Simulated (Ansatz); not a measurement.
```yaml
crystal:
  periodic: [false, false, false]
  atoms:
    - {symbol: C, position_ang: [0.626297, -1.191242, 1.011830]}
    - {symbol: C, position_ang: [0.091589, -0.170651, 0.143256]}
    - {symbol: N, position_ang: [-0.334018, 0.640454, -0.546441]}
    - {symbol: Cu, position_ang: [-1.007835, 1.917912, -1.629525]}
    - {symbol: F, position_ang: [-1.666480, 3.163490, -2.684094]}
    - {symbol: H, position_ang: [0.225926, -1.066842, 2.019483]}
    - {symbol: H, position_ang: [0.350168, -2.178490, 0.637422]}
    - {symbol: H, position_ang: [0.926297, -1.141242, 1.061830]}
basis:
  gaussian: {orbitals: ANO-RCC-VTZP}
hamiltonian: {xc: {name: wB97M-V}}
```

```sh
$ ansatz run in.yaml --threads 2 --pin off --events-out ev --progress --plain --max-ram 32768MiB --backend cpu
```

Output, abridged:

```
Functional definition: wB97M-V
1616 factors; their error is unknown
324 factors; integrals over basis functions are off by at most 9.3e-6 eV
mean field evaluation 1: about -51258.2395 eV, gradient 1.0e2 eV
mean field evaluation 2: about -51228.4017 eV, gradient 2.3e2 eV
mean field evaluation 4: about -51274.1511 eV, gradient 1.1e1 eV
mean field evaluation 8: about -51274.2829 eV, gradient 3.0e-1 eV
mean field evaluation 16: about -51274.3361 eV, gradient 1.0e-3 eV
a density is far from that of the atoms, so the factors are made again for it
1398 factors; integrals over basis functions are off by at most 8.9e-4 eV
324 factors; integrals over basis functions are off by at most 9.3e-6 eV
mean field -51274.33644619 eV, -1884.2971094041 hartree, gradient 1.3e-5 eV, S^2 0.000000; 0 other end points of the search recorded, 0 dependent functions left out
reference -51274.33654934 eV, -1884.2971131946 hartree; 30, 30 occupied and 191, 191 virtual orbitals, 1398 factors
Total energy: -51274.33654934 eV, -1884.2971131946 hartree
Relativity: scalar
```

Problem. What is wrong with this run?

Solution. One atom was put on top of another. The calculation finished and met its thresholds. The result belongs to that input, not to the molecule as meant.
